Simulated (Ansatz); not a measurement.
`C[N](C)[Y]([OH])[OH]` + H–F → `[OH][Y]([OH])[F]` + dimethylamine  (ligand exchange at a Y–N bond)

Computed with Ansatz on PBE0-D4/def2-TZVP structures; ΔE is electronic, products minus reactants. CCSD(T)/CBS adds triple-zeta CCSD(T) − MP2 to the extrapolated MP2 energy (def2 sets, frozen cores). This one scheme is used for every species. DFT in def2-TZVPP. B3LYP here is the variant with VWN-RPA as its local correlation; programs differ in this. def2 core potentials past Kr. For Y outer-core shells are correlated without core-valence functions, which leaves a few kJ/mol of doubt a bond. One conformer a species, not always the lowest.

Problem. Is it downhill or uphill in electronic energy at CCSD(T)/CBS, and by how much? (An estimate is asked.)

Solution. The calculation gave: Downhill: ΔE = -132.9 kJ/mol.

Problem. What do these levels give: PBE-D4, r2SCAN0-D4, B3LYP, MP2/def2-QZVPP, SCS-MP2/def2-QZVPP, HF/CBS(def2)? (Best estimate.)

Solution. Computed: PBE-D4 -135.3, r2SCAN0-D4 -140.8, B3LYP -150.8, MP2/def2-QZVPP -127.5, SCS-MP2/def2-QZVPP -134.8, HF/CBS(def2) -165.9 kJ/mol.

Largest T1 diagnostic among the species: 0.014.

Leaving LDA and LC-ωPBE aside and taking each functional with its dispersion term where it has one, the values, not all of them listed here, spread over 14.8 kJ/mol, from CAM-B3LYP-D4 to PBE-QIDH. LDA lies +11.0 kJ/mol from PBE without D4. At CCSD(T), def2-SVP lies −9.3 kJ/mol from the extrapolated value and def2-TZVPP +7.2 kJ/mol. In def2-TZVPP, CCSD(T) changes the Hartree–Fock value by +36.6 kJ/mol (the triples alone add +5.4 kJ/mol) and MP2 by +40.0 kJ/mol.
